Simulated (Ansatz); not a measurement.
Cost and result for the atomization energy of Cl2F2GeH3NSi, SMILES `F[Si](F)(Cl)[NH][GeH2][Cl]` (10 atoms, 9 bonds).

```xyz
10

F     1.912    1.547    1.349
Si    1.017    0.258    1.177
F     0.644   -0.172    2.649
Cl    2.136   -1.182    0.311
N    -0.356    0.555    0.249
Ge   -0.883   -0.211   -1.332
Cl   -1.701   -2.166   -0.950
H    -1.077    1.114    0.686
H     0.324   -0.395   -2.247
H    -2.016    0.651   -1.892
```

Charge 0, multiplicity 1. Correlated methods include outer-core shells of Ge, which these sets cover unevenly. Scalar relativity is left out up to krypton. The geometry is a stationary point of PBE0-D4/def2-TZVP. It is one conformer, not always the lowest. Program: Ansatz. All runs use 2 threads of an AMD EPYC 7R13 on a shared host and a share of an NVIDIA H100 80 GB. Times are those of one run each, without the atoms' runs, and a repeat can differ threefold. Electronic energies, without spin–orbit coupling; frozen cores. CCSD(T)/CBS adds CCSD(T) − MP2 in def2-TZVPP to the MP2 limit, and its time is that of the two runs behind it. T1 = 0.011. With those shells the extrapolation isn't a true limit. B3LYP takes the VWN-RPA correlation (the form of Gaussian; ORCA's B3LYP/G).

CCSD(T)/CBS is a level of theory with its own doubt, some kJ/mol a heavy atom from the limit and from the frozen cores, so smaller differences don't rank the functionals.

```tsv
level	functions	wall time
PBE-D4/def2-TZVPP (with forces)	309	2.1 s
PBE0-D4/def2-TZVPP	309	2.1 s
B2PLYP/def2-TZVPP	309	2.2 s
B3LYP-D4/def2-TZVPP (with forces)	309	2.3 s
r2SCAN-D4/def2-TZVPP (with forces)	309	2.5 s
ωB97X-V/def2-TZVPP	309	3.9 s
ωB97M-V/def2-TZVPP (with forces)	309	4.2 s
MP2/def2-QZVPP	560	4.9 s
CCSD(T)/def2-TZVPP	309	7 s
CCSD(T)/CBS(def2)	–	12 s
```

Problem. What atomization energy does each give, and how far from CCSD(T)/CBS? (An estimate is asked.)

Solution. The calculation gave: 
```
                             level  atomization (kJ/mol)  difference from CCSD(T)/CBS  per bond
   PBE-D4/def2-TZVPP (with forces)                3636.0                         12.7       1.4
                PBE0-D4/def2-TZVPP                3566.9                        -56.4      -6.3
                 B2PLYP/def2-TZVPP                3540.6                        -82.7      -9.2
 B3LYP-D4/def2-TZVPP (with forces)                3558.4                        -64.9      -7.2
r2SCAN-D4/def2-TZVPP (with forces)                3608.8                        -14.5      -1.6
                ωB97X-V/def2-TZVPP                3627.0                          3.7       0.4
  ωB97M-V/def2-TZVPP (with forces)                3609.3                        -14.0      -1.6
                    MP2/def2-QZVPP                3699.6                         76.3       8.5
                CCSD(T)/def2-TZVPP                3506.6                       -116.7     -13.0
                 CCSD(T)/CBS(def2)                3623.3                          0.0       0.0
```

From PBE to PBE0 (25 % exact exchange), in def2-TZVPP and without D4, the atomization energy moves by −64.2 kJ/mol: exact exchange takes away binding that semilocal exchange gives to molecules. The D4 term adds +57.5 kJ/mol with B3LYP and +30.5 kJ/mol with PBE0; it sums over pairs of atoms, weighted by their polarisabilities, and B3LYP, whose exchange is more repulsive, gets the larger term. In def2-TZVPP, CCSD(T) changes the Hartree–Fock value by +924.8 kJ/mol (the triples alone add +65.3 kJ/mol) and MP2 by +1046.9 kJ/mol; breaking electron pairs costs correlation energy, which Hartree–Fock lacks.
